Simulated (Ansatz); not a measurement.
Geometry optimisation, RKS PBE/STO-3G (Ansatz 0.2.0).

The input (input.yaml):

```yaml
crystal:
  periodic: [false, false, false]
  atoms:
    - { symbol: S, position_ang: [0.1035, 1.7518, -0.7024] }
    - { symbol: C, position_ang: [-0.4338, 0.3987, 0.1913] }
    - { symbol: Si, position_ang: [0.7912, -0.872, 0.5083] }
    - { symbol: S, position_ang: [-0.8808, -0.9022, -0.754] }
    - { symbol: H, position_ang: [-1.0258, 1.8669, -1.5217] }
    - { symbol: H, position_ang: [-1.0646, 0.6548, 1.0356] }
    - { symbol: H, position_ang: [1.9911, -1.0996, -0.3981] }
    - { symbol: H, position_ang: [0.6111, -1.8556, 1.5851] }
basis:
  gaussian: { orbitals: STO-3G }
hamiltonian:
  xc: pbe
relax:
  f_tol: 0.02
  max_steps: 40
```

Run as:

```bash
$ ansatz run input.yaml --threads 1 --pin off --max-ram 2048MiB --backend cpu --events-out ev --progress --plain --runs-dir out
```

Question: Where does it end, and by what steps?

Answer: It converged. Limits of this set-up: minimal basis. After 9 steps the energy has fallen by 1.388 eV; H5 moved furthest, 0.57 Å.

```
step  energy less start (eV)  largest force component (eV/Å)  accepted
   0                  0.0000                           5.532       yes
   1                 -1.0927                           2.100       yes
   2                 -1.2248                           1.322       yes
   3                 -1.3546                           0.560       yes
   4                 -1.3727                           0.423       yes
   5                 -1.3792                           0.558       yes
   6                 -1.3845                           0.118       yes
   7                 -1.3613                           0.289        no
   8                 -1.3878                           0.044       yes
   9                 -1.3880                           0.016       yes
```

```xyz
8
Properties=species:S:1:pos:R:3
S 0.174 1.770 -0.929
C -0.406 0.345 0.038
Si 0.722 -1.096 0.399
S -1.000 -1.241 -0.793
H -1.082 2.283 -1.141
H -1.088 0.655 0.854
H 2.039 -1.105 -0.225
H 0.733 -1.668 1.740
```

Time of the run: 15 s on 1 CPU thread of a shared host.
